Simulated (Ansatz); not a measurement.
ReF4, SMILES [F][Re]([F])([F])[F] (connectivity only; charge and spin as stated), neutral, multiplicity 4.

Geometry optimised at r2SCAN-D4/def2-SVP. The multiplicity is an assumed one; other spin states were not compared. The def2 effective core potentials stand for the cores of Re; spin–orbit coupling is left out.

Two levels are set side by side: PBE/def2-SVPD (Ansatz, a program for electronic structure) and PBE0/def2-SVPD (Ansatz). Energy differences of separate SCF runs at the same geometry; the states with an electron removed or added have multiplicity 3 and 3. Differences are taken from unrounded values.

```tsv
quantity	PBE0	PBE	PBE minus PBE0
vertical ionisation energy (eV)	11.45	10.54	-0.90
vertical electron affinity (eV)	2.72	2.57	-0.15
```
